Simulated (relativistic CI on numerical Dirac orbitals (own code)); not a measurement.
## Os⁵⁺: L2,3 absorption edge

Computed with this model: Dirac-Coulomb-Breit CI, KLI orbitals optimised for each configuration, QED by a radiative potential, valence Slater integrals scaled by 0.7, multiplet model of core-to-valence dipole absorption; configurations [Xe] 4f14 5d3 → [He] 2s2 2p5 3s2 3p6 3d10 4s2 4p6 4d10 4f14 5s2 5p6 5d4; 300 K; Lorentzian 3 eV and Gaussian 1 eV FWHM. Energies are those of the free ion, without screening or charge transfer. The branching ratio is the share of the lower-energy edge in the whole absorption, uncertain by about 0.02 where the edges overlap. S is read from ⟨S²⟩ = S(S + 1).

Field parameters in Wybourne normalisation: Oh B⁴₀ = 21Dq, B⁴₄ = √(5/14) B⁴₀. The field is a parameter set, without covalency.

free ion: ground-state S = 1.35, centroid 11074.86 eV, branching ratio 0.869. Peaks (eV, height): 10876.5 (100), 12390.0 (13).

Oh, 10Dq = 22550 cm⁻¹: ground-state S = 1.42, centroid 11204.22 eV, branching ratio 0.784. Peaks (eV, height): 10877.0 (100), 12391.0 (26).

Oh, 10Dq = 35100 cm⁻¹: ground-state S = 1.44, centroid 11230.83 eV, branching ratio 0.767. Peaks (eV, height): 10878.0 (100), 12390.5 (29).

The statistical ratio of this edge is 2/3 = 0.667. Values above it arise where the holes sit mainly in the j = l + 1/2 valence subshell or the ground state has high spin; values below it where core-valence Coulomb terms move weight to the upper edge, as in nearly empty shells. At deep edges of heavy elements the radial integrals of the two core levels differ, which raises the baseline.

Strongest unbroadened transitions for Oh, 10Dq = 22550 cm⁻¹:

```csv
Energy (eV),Relative strength
10875.79,67.2
10875.88,42.9
10875.94,48.7
10876.87,32.8
10876.93,58.7
10876.98,84.8
10877.15,66.8
10877.20,100.0
10877.28,57.4
10877.34,28.7
10877.94,29.7
10878.02,43.5
10878.41,46.0
10878.45,59.1
10878.48,45.8
12389.98,73.8
12390.77,69.9
12391.26,49.4
```
